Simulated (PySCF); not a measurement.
BiCl⁺ from Hartree–Fock to correlated methods

State: ²Π (doublet), unpaired electrons π ↑. Set-up: Bi def2-SVPD with ECP60, Cl def2-SVPD; scalar-relativistic core potentials (PySCF 2.14). De refers to Bi⁺ + Cl in their high-spin ground configurations, without counterpoise correction. The functionals are run spin-unrestricted. A positive dipole points towards Cl; it is taken about the centre of mass and depends on that origin.

```tsv
Level	Re (Å)	ωe (cm⁻¹)	De (eV)	μ (D)
UHF	2.380	404	n/a	-2.82
UHF-MP2	2.387	397	n/a	n/a
UHF-SCS-MP2	2.393	393	n/a	n/a
UHF-CCSD	2.395	391	n/a	n/a
UHF-CCSD(T)	2.403	382	n/a	n/a
PBE	2.401	379	n/a	-1.61
PW91	2.400	379	n/a	-1.60
BLYP	2.424	366	n/a	-1.60
r²SCAN	2.386	392	n/a	-1.83
TPSSh	2.389	390	n/a	-1.91
PBE0	2.376	399	n/a	-1.96
HSE06	2.379	397	n/a	-1.94
```

The bond length runs from 2.376 Å (PBE0) to 2.424 Å (BLYP).

Correlated steps freeze 9 core orbitals. Spin–orbit coupling is left out, which matters for elements this heavy, above all for dissociation energies. Counting both spins, an empty level lies below a filled one in some of these solutions, because spin and occupation are held. The state was picked by a PBE0 search and need not be the measured ground state.
